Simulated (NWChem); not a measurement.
Program: NWChem. System: CF₂, charge 0, spin multiplicity 3, at a geometry optimised with UPBE/def2-SVP. The structure started from a generated list of species. Its SCF solution wasn't tested for a lower state. Level: UB3LYP/cc-pVDZ, VWN1-RPA local correlation.

Output (cleaned and shortened):

```
             Northwest Computational Chemistry Package (NWChem) 7.3.0
             --------------------------------------------------------

                                NWChem Input Module
                                -------------------

 Scaling coordinates for geometry "geometry" by  1.889725989
 (inverse scale =  0.529177249)

 Turning off AUTOSYM since
 SYMMETRY directive was detected!

                             Geometry "geometry" -> ""
                             -------------------------

 Output coordinates in angstroms (scale by  1.889725989 to convert to a.u.)

  No.       Tag          Charge          X              Y              Z
 ---- ---------------- ---------- -------------- -------------- --------------
    1 F                    9.0000     1.14679700     0.00000000    -0.16468000
    2 C                    6.0000     0.00000000     0.00000000     0.49404000
    3 F                    9.0000    -1.14679700     0.00000000    -0.16468000

 Effective nuclear repulsion energy (a.u.)      61.9021608260

            Nuclear Dipole moment (a.u.)
            ----------------------------
        X                 Y               Z
 ---------------- ---------------- ----------------
     0.0000000000     0.0000000000     0.0000000000

      Symmetry information
      --------------------

 Group name             C2v
 Group number             16
 Group order               4
 No. of unique centers     2

      Symmetry unique atoms

     1    2


 Summary of "ao basis" -> "" (spherical)
 ------------------------------------------------------------------------------
       Tag                 Description            Shells   Functions and Types
 ---------------- ------------------------------  ------  ---------------------
 *                          cc-pvdz                   on all atoms

                                 NWChem DFT Module
                                 -----------------

 Summary of "ao basis" -> "ao basis" (spherical)
 ------------------------------------------------------------------------------
       Tag                 Description            Shells   Functions and Types
 ---------------- ------------------------------  ------  ---------------------
 F                          cc-pvdz                  6       14   3s2p1d
 C                          cc-pvdz                  6       14   3s2p1d

 Summary of "ao basis" -> "ao basis" (spherical)
 ------------------------------------------------------------------------------
[...]
     7      0.213866  1 F  px                35      0.213866  3 F  px
    21      0.067258  2 C  px                27     -0.034653  2 C  d  1

 Vector   12  Occ=0.000000D+00  E=-1.479959D-01  Symmetry=a1
              MO Center= -4.0D-16,  2.8D-16,  7.5D-01, r^2= 1.3D+00
   Bfn.  Coefficient  Atom+Function         Bfn.  Coefficient  Atom+Function
  ----- ------------  ---------------      ----- ------------  ---------------
    17      0.720636  2 C  s                 20      0.374579  2 C  pz
     6     -0.250716  1 F  pz                34     -0.250716  3 F  pz
    16      0.228513  2 C  s                 23      0.222120  2 C  pz
     9     -0.211510  1 F  pz                37     -0.211510  3 F  pz
     3     -0.140170  1 F  s                 31     -0.140170  3 F  s

 Vector   13  Occ=0.000000D+00  E=-1.036811D-02  Symmetry=b2
              MO Center= -1.2D-15, -8.7D-16,  4.2D-01, r^2= 1.3D+00
   Bfn.  Coefficient  Atom+Function         Bfn.  Coefficient  Atom+Function
  ----- ------------  ---------------      ----- ------------  ---------------
    19      0.595502  2 C  py                22      0.584819  2 C  py
     5     -0.259543  1 F  py                33     -0.259543  3 F  py
     8     -0.234506  1 F  py                36     -0.234506  3 F  py

 Vector   14  Occ=0.000000D+00  E= 1.676909D-01  Symmetry=a1
              MO Center=  4.6D-16,  1.1D-16, -1.8D-02, r^2= 1.6D+00
   Bfn.  Coefficient  Atom+Function         Bfn.  Coefficient  Atom+Function
  ----- ------------  ---------------      ----- ------------  ---------------
    17      0.982213  2 C  s                 23     -0.837959  2 C  pz
     3     -0.552481  1 F  s                 31     -0.552481  3 F  s
    20     -0.458902  2 C  pz                 7      0.390806  1 F  px
    35     -0.390806  3 F  px                 4      0.300364  1 F  px
    32     -0.300364  3 F  px                16      0.178490  2 C  s

   alpha - beta orbital overlaps
   -----------------------------

   alpha      1      2      3      4      5      6      7      8      9     10
    beta      1      2      3      4      5      6      7      9      8     10
 overlap   1.000  1.000  1.000  1.000  1.000  0.981  0.998  0.993  0.970  1.000

   alpha     11     12     13     14     15     16     17     18     19     20
    beta     11     12     13     14     15     18     16     17     19     20
 overlap   0.998  0.974  0.987  0.997  0.995  0.993  0.944  0.995  0.944  0.963

   alpha     21     22     23     24     25     26     27     28     29     30
    beta     23     21     24     22     25     26     27     28     29     30
 overlap   0.947  1.000  0.986  0.993  1.000  0.993  0.981  0.986  0.997  0.999

   alpha     31     32     33     34     35     36     37     38     39     40
    beta     31     32     33     34     35     36     37     38     39     40
 overlap   1.000  1.000  1.000  0.998  1.000  1.000  0.998  1.000  1.000  1.000

   alpha     41     42
    beta     41     42
 overlap   1.000  1.000

     --------------------------
     Expectation value of S2:
     --------------------------
      <S2> =      2.0031 (Exact =     2.0000)

 center of mass
 --------------
 x =   0.00000000 y =   0.00000000 z =  -0.01242888

 moments of inertia (a.u.)
 ------------------
          14.131407861701           0.000000000000           0.000000000000
           0.000000000000         192.581916759520           0.000000000000
           0.000000000000           0.000000000000         178.450508897819

     Multipole analysis of the density
     ---------------------------------

     L   x y z        total         alpha         beta         nuclear
     -   - - -        -----         -----         ----         -------
     0   0 0 0     -0.000000    -13.000000    -11.000000     24.000000

     1   1 0 0     -0.000000      0.000000     -0.000000      0.000000
     1   0 1 0     -0.000000     -0.000000     -0.000000      0.000000
     1   0 0 1      0.110637     -1.049370      1.160007      0.000000

     2   2 0 0    -11.752793    -49.592074    -46.697026     84.536307
     2   1 1 0      0.000000      0.000000      0.000000      0.000000
     2   1 0 1      0.000000     -0.000000      0.000000      0.000000
     2   0 2 0    -11.107013     -6.757868     -4.349145      0.000000
     2   0 1 1     -0.000000     -0.000000      0.000000      0.000000
     2   0 0 2    -10.736223    -11.290084     -6.419014      6.972875

 Task  times  cpu:        0.3s     wall:        0.3s

 Total times  cpu:        0.3s     wall:        0.3s
```

Q: Write an NWChem input that would produce this output.

A: One answer among several that fit: 
```
start mol
memory heap 200 mb stack 900 mb global 1100 mb
geometry units angstroms nocenter noautoz
  F      1.146797     0.000000    -0.164680
  C      0.000000     0.000000     0.494040
  F     -1.146797     0.000000    -0.164680
  symmetry group C2v
end
basis spherical
  * library cc-pvdz
end
dft
  xc b3lyp
  odft
  mult 3
  semidirect memsize 60000000 filesize 0
  iterations 100
end
task dft energy
```
